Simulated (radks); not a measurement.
Question: Species: W. Configuration: [Xe] 4f14 5d5 6s1 (not the ground configuration). Method: Dirac Kohn-Sham, LDA (Slater exchange, Perdew-Wang correlation), spin-unpolarised, spherical densities, point nucleus; open shells fill j = l - 1/2 first; computed with a radial shooting solver on a logarithmic mesh with Libxc functionals. Some entries of the table are withheld. Estimate them.

| orbital | occ. | eigenvalue (eV) | <r^2> (bohr^2) |
|---|---|---|---|
| 1s1/2 | 2 | -69339.14 | 0.0004634 |
| 2s1/2 | 2 | (1) | 0.007068 |
| 2p1/2 | 2 | -11438.71 | 0.005045 |
| 2p3/2 | 4 | -10087.30 | 0.006246 |
| 3s1/2 | 2 | -2751.654 | 0.04620 |
| 3p1/2 | 2 | -2519.682 | (2) |
| 3p3/2 | 4 | -2227.541 | (3) |
| 3d3/2 | 4 | -1835.863 | 0.03795 |
| 3d5/2 | 6 | -1772.285 | 0.03976 |
| 4s1/2 | 2 | -565.0436 | (4) |
| 4p1/2 | 2 | -468.8924 | 0.2356 |
| 4p3/2 | 4 | -400.9454 | 0.2714 |
| 4d3/2 | 4 | (5) | 0.2958 |
| 4d5/2 | 6 | (6) | 0.3093 |
| 5s1/2 | 2 | -76.7805 | 1.287 |
| 5p1/2 | 2 | -48.3031 | 1.585 |
| 5p3/2 | 4 | -38.4816 | 1.893 |
| 4f5/2 | 6 | -32.2082 | 0.4582 |
| 4f7/2 | 8 | -29.9680 | 0.4743 |
| 6s1/2 | 1 | -5.2721 | 12.26 |
| 5d3/2 | 4 | -3.7127 | 5.705 |
| 5d5/2 | 1 | -3.0565 | 6.456 |

Answer: 
(1) 2s1/2 eigenvalue (eV): -11958.79
(2) 3p1/2 <r^2> (bohr^2): 0.04237
(3) 3p3/2 <r^2> (bohr^2): 0.04897
(4) 4s1/2 <r^2> (bohr^2): 0.2286
(5) 4d3/2 eigenvalue (eV): -242.7928
(6) 4d5/2 eigenvalue (eV): -230.2732
